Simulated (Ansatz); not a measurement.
Reaction (substitution at a C–N bond): `NNc1ccccc1` + HBr → `Brc1ccccc1` + `NN`

Gas-phase electronic energies from Ansatz, PBE0-D4/def2-TZVP geometries. CCSD(T)/CBS is the MP2 limit (def2-TZVPP, def2-QZVPP) plus CCSD(T) − MP2 in def2-TZVPP, frozen cores. This one scheme is used for every species. DFT in def2-TZVPP. HSE06 is defined as in plane-wave codes. For Br outer-core shells are correlated without core-valence functions, which leaves a few kJ/mol of doubt a bond. Scalar relativity is left out up to krypton. Each species was taken in one conformer, which may not be the lowest.

Q: Is it downhill or uphill in electronic energy at CCSD(T)/CBS, and by how much? (Estimate.)

A: The calculation gave: Uphill: ΔE = +0.21 eV.

Q: What do these levels give: PBE-D4, HSE06-D4, B2PLYP, PBE0, SCS-MP2/def2-TZVPP, HF/CBS(def2)? (Best estimate.)

A: Ansatz gave: PBE-D4 0.32, HSE06-D4 0.32, B2PLYP 0.23, PBE0 0.31, SCS-MP2/def2-TZVPP 0.15, HF/CBS(def2) 0.25 eV.

Q: What do rigid-rotor, harmonic-oscillator terms from PBE0-D4/def2-TZVP frequencies (298.15 K, 1 bar) make of the CCSD(T)/CBS value? (Estimate.)

A: Ansatz gave: ΔZPE = +0.09 eV, ΔH = +0.29 eV, ΔS = 15 J/(mol·K), ΔG = +0.24 eV.

Largest T1 diagnostic among the species: 0.011.

At CCSD(T), def2-SVP lies +0.31 eV from the extrapolated value and def2-TZVPP +0.01 eV. From BLYP to BHLYP (50 % exact exchange), in def2-TZVPP and without D4, ΔE moves by +0.05 eV.
